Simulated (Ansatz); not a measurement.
Reaction (hydrogenolysis of a C–C bond): `CN/C=C/C(=O)C(C)C` + H₂ → `CN/C=C/C=O` + `CCC`

Program: Ansatz. Geometries: PBE0-D4/def2-TZVP. ΔE: electronic, gas phase. CCSD(T)/CBS is the MP2 limit (def2-TZVPP, def2-QZVPP) plus CCSD(T) − MP2 in def2-TZVPP, frozen cores. This one scheme is used for every species. Double bonds are as drawn, so ΔE can hold a change between cis and trans. Functionals use def2-TZVPP. HSE06 is defined as in plane-wave codes. One conformer a species, not always the lowest.

Q: Is it downhill or uphill in electronic energy at CCSD(T)/CBS, and by how much? (Best estimate.)

A: Ansatz gave: Downhill: ΔE = -36.4 kJ/mol.

Q: What do these levels give: HSE06-D4, r2SCAN0, HSE06, LC-ωPBE, HF/def2-TZVPP, HF/def2-QZVPP? (Best estimate.)

A: The calculation gave: HSE06-D4 -43.8, r2SCAN0 -47.3, HSE06 -54.7, LC-ωPBE -51.2, HF/def2-TZVPP -74.0, HF/def2-QZVPP -74.6 kJ/mol.

Largest T1 diagnostic among the species: 0.015.

The D4 term adds +19.7 kJ/mol with B3LYP and +11.5 kJ/mol with PBE0; it sums over pairs of atoms, weighted by their polarisabilities, and B3LYP, whose exchange is more repulsive, gets the larger term. Leaving LDA and LC-ωPBE aside and taking each functional with its dispersion term where it has one, the values, not all of them listed here, spread over 18.5 kJ/mol, from B2PLYP to revPBE-D4. LDA lies +22.0 kJ/mol from PBE without D4.

B3LYP here is the variant with VWN-RPA as its local correlation; programs differ in this.
